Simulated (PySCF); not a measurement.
**Atomic charges against the basis set**

Species: C3H8BNS.
Geometry (PBE0-D3(BJ)/def2-SVP, Å), atoms numbered from 1 in this order:
```xyz
14
C3H8BNS angstrom
C      3.033    1.092    0.106
C      2.006    0.240    0.186
S      0.323    0.711    0.264
C     -0.518   -0.889    0.309
B     -2.089   -0.768    0.179
N     -2.731    0.436   -0.075
H      2.891    2.176    0.077
H      4.057    0.715    0.068
H      2.180   -0.842    0.214
H     -0.163   -1.525   -0.521
H     -0.275   -1.422    1.244
H     -2.761   -1.771    0.293
H     -2.233    1.310   -0.202
H     -3.735    0.516   -0.169
```

PBE0 throughout (PySCF), one geometry, spherical d and f functions. Isolated species at its PBE0-D3(BJ)/def2-SVP geometry (one conformer only). The first 7 of 12 kinds of atom are listed.

Mulliken charges (e):

```tsv
basis	functions	C1	C2	S3	C4	B5	N6	H7
STO-3G	42	-0.197	-0.187	+0.165	-0.326	+0.241	-0.455	+0.072
6-31G	74	-0.339	-0.439	+0.334	-0.815	+0.494	-0.839	+0.167
pcSseg-0	74	-0.398	-0.503	+0.258	-1.114	+0.610	-0.827	+0.223
6-31G*	104	-0.393	-0.297	+0.151	-0.671	+0.310	-0.774	+0.177
cc-pVDZ	128	-0.035	-0.173	-0.010	-0.216	-0.033	-0.008	+0.042
def2-SVP	128	-0.088	-0.117	-0.079	-0.222	-0.006	-0.107	+0.050
aug-cc-pVDZ	214	+0.654	+0.653	+0.174	+0.265	-0.336	-0.054	-0.398
6-311+G(2d,p)	218	-0.641	+0.284	-0.010	-0.492	+0.301	-0.653	+0.119
def2-TZVP	240	-0.312	-0.117	-0.057	-0.270	+0.029	-0.443	+0.128
cc-pVTZ	296	-0.291	-0.115	-0.039	-0.204	-0.018	-0.221	+0.112
IGLO-III	299	-0.296	-0.131	+0.209	-0.538	+0.374	-0.490	+0.087
```

IAO charges (e):

| basis | functions | C1 | C2 | S3 | C4 | B5 | N6 | H7 |
| --- | --- | --- | --- | --- | --- | --- | --- | --- |
| STO-3G | 42 | -0.308 | -0.260 | +0.239 | -0.478 | +0.139 | -0.444 | +0.126 |
| 6-31G | 74 | -0.339 | -0.244 | +0.108 | -0.493 | +0.136 | -0.525 | +0.153 |
| pcSseg-0 | 74 | -0.327 | -0.248 | +0.113 | -0.495 | +0.115 | -0.484 | +0.148 |
| 6-31G* | 104 | -0.335 | -0.245 | +0.138 | -0.491 | +0.150 | -0.522 | +0.147 |
| cc-pVDZ | 128 | -0.344 | -0.243 | +0.142 | -0.486 | +0.128 | -0.511 | +0.147 |
| def2-SVP | 128 | -0.337 | -0.241 | +0.147 | -0.483 | +0.128 | -0.501 | +0.143 |
| aug-cc-pVDZ | 214 | -0.357 | -0.246 | +0.139 | -0.492 | +0.135 | -0.537 | +0.152 |
| 6-311+G(2d,p) | 218 | -0.357 | -0.252 | +0.151 | -0.501 | +0.139 | -0.541 | +0.152 |
| def2-TZVP | 240 | -0.356 | -0.254 | +0.158 | -0.504 | +0.141 | -0.540 | +0.152 |
| cc-pVTZ | 296 | -0.355 | -0.250 | +0.150 | -0.502 | +0.139 | -0.538 | +0.152 |
| IGLO-III | 299 | -0.360 | -0.254 | +0.161 | -0.505 | +0.140 | -0.543 | +0.152 |

Hirshfeld charges (e):

```tsv
basis	functions	C1	C2	S3	C4	B5	N6	H7
STO-3G	42	-0.103	-0.047	+0.035	-0.079	+0.114	-0.175	+0.021
6-31G	74	-0.119	-0.066	-0.026	-0.122	+0.115	-0.211	+0.048
pcSseg-0	74	-0.120	-0.066	+0.013	-0.129	+0.113	-0.210	+0.042
6-31G*	104	-0.120	-0.061	-0.033	-0.120	+0.114	-0.213	+0.047
cc-pVDZ	128	-0.125	-0.065	+0.011	-0.139	+0.116	-0.215	+0.042
def2-SVP	128	-0.130	-0.065	+0.025	-0.142	+0.118	-0.221	+0.041
aug-cc-pVDZ	214	-0.134	-0.074	+0.034	-0.154	+0.129	-0.237	+0.046
6-311+G(2d,p)	218	-0.131	-0.076	+0.029	-0.150	+0.130	-0.235	+0.046
def2-TZVP	240	-0.131	-0.072	+0.024	-0.150	+0.129	-0.235	+0.045
cc-pVTZ	296	-0.130	-0.070	+0.020	-0.149	+0.129	-0.233	+0.045
IGLO-III	299	-0.136	-0.073	+0.047	-0.153	+0.129	-0.240	+0.043
```

ESP-fitted charges (e):

```
        basis  functions      C1      C2      S3      C4      B5      N6      H7
       STO-3G         42  -0.478  +0.133  -0.101  -0.160  +0.256  -0.522  +0.163
        6-31G         74  -0.649  +0.143  -0.257  -0.269  +0.438  -0.867  +0.270
     pcSseg-0         74  -0.676  +0.132  -0.243  -0.282  +0.426  -0.795  +0.278
       6-31G*        104  -0.622  +0.084  -0.196  -0.372  +0.475  -0.879  +0.262
      cc-pVDZ        128  -0.582  +0.048  -0.168  -0.321  +0.385  -0.759  +0.245
     def2-SVP        128  -0.586  +0.060  -0.173  -0.290  +0.374  -0.751  +0.243
  aug-cc-pVDZ        214  -0.653  +0.085  -0.159  -0.400  +0.530  -0.915  +0.271
6-311+G(2d,p)        218  -0.678  +0.073  -0.144  -0.423  +0.535  -0.952  +0.280
    def2-TZVP        240  -0.666  +0.084  -0.149  -0.390  +0.517  -0.922  +0.272
      cc-pVTZ        296  -0.639  +0.082  -0.162  -0.358  +0.482  -0.870  +0.263
     IGLO-III        299  -0.648  +0.064  -0.127  -0.442  +0.543  -0.932  +0.266
```

Task: Which scheme is steadiest as the basis changes?

Result: Largest range over the bases for any column: Hirshfeld 0.08 e, IAO 0.13 e, ESP-fitted 0.43 e, Mulliken 1.38 e. Hirshfeld charges move least and Mulliken charges most, counted in e. Without the minimal STO-3G basis the ranges are Hirshfeld 0.08, IAO 0.06, ESP-fitted 0.20, Mulliken 1.38 e.

Task: How much do the charges still move between the two largest bases, cc-pVTZ and IGLO-III?

Result: At most, over all atoms: Mulliken 0.392 e, IAO 0.010 e, Hirshfeld 0.026 e, ESP-fitted 0.084 e.

Task: What do the same runs give for the total energy, the frontier levels and the dipole moment?

Result: 
| basis | energy (Eh) | HOMO (eV) | LUMO (eV) | μ (D) |
| --- | --- | --- | --- | --- |
| STO-3G | -589.7361 | -3.12 | 4.02 | 1.76 |
| 6-31G | -596.4625 | -5.86 | 0.66 | 1.08 |
| pcSseg-0 | -595.6513 | -6.08 | 0.43 | 1.18 |
| 6-31G* | -596.5312 | -5.80 | 0.63 | 1.14 |
| cc-pVDZ | -596.5735 | -5.88 | 0.40 | 1.23 |
| def2-SVP | -596.2936 | -5.89 | 0.36 | 1.24 |
| aug-cc-pVDZ | -596.5910 | -6.05 | -0.12 | 1.10 |
| 6-311+G(2d,p) | -596.6322 | -6.04 | -0.07 | 1.13 |
| def2-TZVP | -596.6496 | -6.01 | 0.05 | 1.12 |
| cc-pVTZ | -596.6508 | -6.00 | 0.13 | 1.12 |
| IGLO-III | -596.6543 | -6.00 | -0.01 | 1.11 |

The dipole is fixed by the density alone, so its range of 0.68 D shows that the density itself changes with the basis, not only its division among atoms.
